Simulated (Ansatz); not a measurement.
Total energies of C3H11GaO (`C[OH+][GaH-]([CH3])[CH3]`).

```xyz
16

C    -0.5707    1.5522    1.6362
O    -0.8567    1.0416    0.3358
Ga    0.7195   -0.0885   -0.6730
C     0.9300   -1.5444    0.6674
C    -0.3093   -0.4707   -2.3252
H     0.3662    2.0995    1.5510
H    -0.4503    0.7448    2.3621
H    -1.3613    2.2336    1.9570
H    -1.6754    0.5374    0.3547
H     1.7683    1.0996   -0.6502
H     1.6572   -2.2774    0.3048
H    -0.0066   -2.0846    0.8357
H     1.2972   -1.1814    1.6306
H     0.3259   -0.9877   -3.0505
H    -1.1689   -1.1202   -2.1358
H    -0.6651    0.4462   -2.8007
```

The species carries charge 0 and has multiplicity 1. Correlated methods include outer-core shells of Ga, which these sets cover unevenly. Scalar relativity is left out up to krypton. The structure was optimised at the PBE0-D4/def2-TZVP level. It is one conformer, not always the lowest. Basis def2-TZVPP, the Gaussian-basis code of Ansatz.

RPA on PBE orbitals: Hartree–Fock energy of these orbitals -2118.12285 Eh, correlation -1.70590 Eh (frozen core).

```tsv
functional	energy without D4 (Eh)	D4 term (kJ/mol)
PBE	-2120.53574	-29.8
revPBE	-2120.88422	-87.7
BLYP	-2121.06347	-64.0
r2SCAN	-2120.96736	-7.9
B97M-V	-2120.70509	–
B3LYP	-2121.15826	-47.5
r2SCAN0	-2120.92145	-9.2
HSE06 (plane-wave form)	-2120.59186	-23.8
CAM-B3LYP	-2121.11593	-25.9
LC-ωPBE	-2120.73678	–
ωB97X-V	-2120.85863	–
ωB97M-V	-2120.87895	–
B2PLYP	-2120.55799	–
PBE-QIDH	-2120.24761	–
```

Task: Give the same for LDA (SPW92), PBE0, r2SCANh, BHLYP. (Estimate.)

Result: The calculation gave: 
| functional | energy without D4 (Eh) | D4 term (kJ/mol) |
| --- | --- | --- |
| LDA (SPW92) | -2116.34701 | – |
| PBE0 | -2120.60426 | -25.5 |
| r2SCANh | -2120.94834 | -8.4 |
| BHLYP | -2120.94816 | -36.7 |

B3LYP takes the VWN-RPA correlation (the form of Gaussian; ORCA's B3LYP/G). HSE06 is the plane-wave form, built on full-range PBE exchange. The double hybrids freeze the cores in their second-order part.

LC-ωPBE has ω = 0.4 bohr⁻¹.
